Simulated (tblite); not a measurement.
C₇H₇N (charge +1 and doublet state).
Atom-mapped SMILES: `[CH2:1][CH+:2][c:3]1[cH:4][cH:5][n:6][cH:7][cH:8]1` (hydrogens: H9, H10 on C1; H11 on C2; H12 on C4; H13 on C5; H14 on C7; H15 on C8)
Bond orders are those of one Lewis drawing.

Computed with GFN2-xTB (tblite), gas phase: L-BFGS steps from a force-field or distance-geometry start until the largest atomic force falls under 0.01 eV/Å.

Step 13: E = -569.8974 eV
```
atom  x, y, z in Å  |  force x, y, z in eV/Å
C1      2.5541    0.2577    0.1631    0.032   0.009   0.002
C2      1.5826   -0.0139   -0.6830    0.081   0.041  -0.019
C3      0.1484   -0.0122   -0.2987   -0.014   0.015  -0.002
C4     -0.5653    1.1578   -0.0953   -0.051   0.029   0.024
C5     -1.8917    1.0542    0.3235   -0.062  -0.018   0.039
N6     -2.4052   -0.1254    0.4923   -0.052  -0.034  -0.002
C7     -1.7859   -1.2480    0.3244   -0.023  -0.035   0.009
C8     -0.4566   -1.2461   -0.0991   -0.017  -0.024   0.008
H9      2.3872    0.4118    1.2169    0.008   0.051   0.042
H10     3.5785    0.3460   -0.1621    0.041  -0.041  -0.027
H11     1.7598   -0.2744   -1.7190   -0.003  -0.010  -0.019
H12    -0.1430    2.1369   -0.2511    0.053   0.024  -0.017
H13    -2.5142    1.9175    0.5102    0.017   0.049  -0.016
H14    -2.3146   -2.1747    0.5042   -0.021  -0.013  -0.005
H15     0.0616   -2.1794   -0.2481    0.010  -0.043  -0.017
```

Step 14: E = -569.8985 eV
```
atom  x, y, z in Å  |  force x, y, z in eV/Å
C1      2.5547    0.2602    0.1636    0.037   0.004   0.000
C2      1.5816   -0.0095   -0.6807    0.098   0.006  -0.033
C3      0.1472   -0.0137   -0.2974   -0.002   0.043  -0.004
C4     -0.5650    1.1576   -0.0951   -0.072   0.034   0.031
C5     -1.8924    1.0525    0.3235   -0.046   0.019   0.033
N6     -2.4059   -0.1269    0.4918   -0.032  -0.009  -0.004
C7     -1.7863   -1.2496    0.3242   -0.032  -0.023   0.007
C8     -0.4573   -1.2481   -0.0992   -0.015   0.007   0.006
H9      2.3905    0.4200    1.2173    0.011   0.042   0.029
H10     3.5798    0.3371   -0.1640    0.022  -0.022  -0.016
H11     1.7581   -0.2705   -1.7173   -0.003  -0.010  -0.008
H12    -0.1389    2.1365   -0.2525    0.016  -0.019  -0.002
H13    -2.5146    1.9174    0.5100    0.029   0.022  -0.021
H14    -2.3166   -2.1744    0.5039   -0.027  -0.040  -0.002
H15     0.0607   -2.1807   -0.2500    0.015  -0.053  -0.015
```

Step 15: E = -569.8994 eV
```
atom  x, y, z in Å  |  force x, y, z in eV/Å
C1      2.5559    0.2625    0.1642    0.034  -0.002   0.000
C2      1.5821   -0.0055   -0.6793    0.067  -0.021  -0.025
C3      0.1462   -0.0143   -0.2964    0.009   0.054  -0.002
C4     -0.5659    1.1580   -0.0944   -0.057   0.010   0.027
C5     -1.8940    1.0513    0.3243   -0.018   0.033   0.018
N6     -2.4072   -0.1284    0.4913   -0.011   0.010  -0.004
C7     -1.7872   -1.2512    0.3242   -0.033  -0.010   0.001
C8     -0.4581   -1.2495   -0.0993   -0.001   0.021   0.000
H9      2.3934    0.4273    1.2181    0.018   0.034   0.004
H10     3.5815    0.3294   -0.1658    0.010  -0.006  -0.003
H11     1.7568   -0.2677   -1.7162    0.002  -0.009  -0.001
H12    -0.1352    2.1358   -0.2537   -0.020  -0.045   0.012
H13    -2.5143    1.9180    0.5094    0.024   0.008  -0.018
H14    -2.3189   -2.1752    0.5036   -0.024  -0.048  -0.002
H15     0.0602   -2.1827   -0.2518    0.002  -0.029  -0.008
```

Q: Estimate the geometry and energy of step 16. (The exact step hangs on the optimiser's Hessian estimate; all steps are aligned on step 15, rigid shifts and turns removed.)

A: E = -569.8998 eV, largest force 0.061 eV/Å
```
atom  x, y, z in Å  |  force x, y, z in eV/Å
C1      2.5574    0.2637    0.1646    0.023  -0.004  -0.001
C2      1.5834   -0.0035   -0.6789    0.020  -0.029  -0.007
C3      0.1458   -0.0137   -0.2959    0.015   0.025   0.002
C4     -0.5673    1.1582   -0.0935   -0.023  -0.008   0.017
C5     -1.8953    1.0509    0.3251   -0.004   0.023   0.007
N6     -2.4083   -0.1291    0.4911    0.000   0.011  -0.002
C7     -1.7882   -1.2523    0.3242   -0.016   0.002  -0.007
C8     -0.4584   -1.2499   -0.0993    0.001   0.028  -0.002
H9      2.3954    0.4320    1.2185    0.023   0.028  -0.015
H10     3.5829    0.3251   -0.1669    0.009   0.003   0.004
H11     1.7562   -0.2665   -1.7158    0.007  -0.009   0.002
H12    -0.1335    2.1348   -0.2542   -0.039  -0.043   0.020
H13    -2.5138    1.9189    0.5087    0.009   0.007  -0.012
H14    -2.3206   -2.1765    0.5033   -0.014  -0.035  -0.006
H15     0.0599   -2.1841   -0.2529   -0.012   0.002  -0.002
```

The energy changes by -0.0005 eV. The first-order estimate −F·Δx gives -0.0007 eV and the mean of the old and new forces, exact on a quadratic surface, -0.0005 eV. The step makes an angle of 62° with the force vector and moves no atom by more than 0.005 Å.

The cost below is that of the whole relaxation. On one thread, Arm Neoverse V2 (aarch64), no GPU, shared host, this took 0.39 s wall.
